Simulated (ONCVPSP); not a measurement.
# C (Z = 6): excitation energies, all-electron against ONCV

carbon (C), optimised norm-conserving Vanderbilt (ONCV), made with ONCVPSP 4.0.1 (PBE, scalar-relativistic). Core [He], reference 2s2 (charge +2). Waves: 2s: rc 0.85 bohr, ncon 4, nbas 8, qcut 6.5 1/bohr, 2 projectors, debl 3 Ha; p scattering state at 0.02 Ha: rc 0.85 bohr, ncon 3, nbas 6, qcut 8 1/bohr, 2 projectors, debl 3.6 Ha; d scattering state at 0.29 Ha: rc 0.85 bohr, ncon 4, nbas 7, qcut 9.5 1/bohr, local. Local part: the d channel. Core correction: none.

In the p channel the program set the typed energies aside and used 0.050, 3.650 Ha.

Energies are relative to the spin-unpolarised reference configuration 2s2; without spin polarisation the order of configurations can differ from experiment.

**Question.** Give the all-electron excitation energy and the error of the potential for: 2s2 2p2; 2s2 2p1; 2s1; 2s1 2p3.

**Answer.**

| valence configuration | charge | ΔE all-electron (eV) | error AE − PS (meV) |
| --- | --- | --- | --- |
| 2s2 2p2 | 0 | -35.017 | +157 |
| 2s2 2p1 | +1 | -24.156 | +85 |
| 2s1 | +3 | 48.194 | +48 |
| 2s1 2p3 | 0 | -26.539 | +240 |
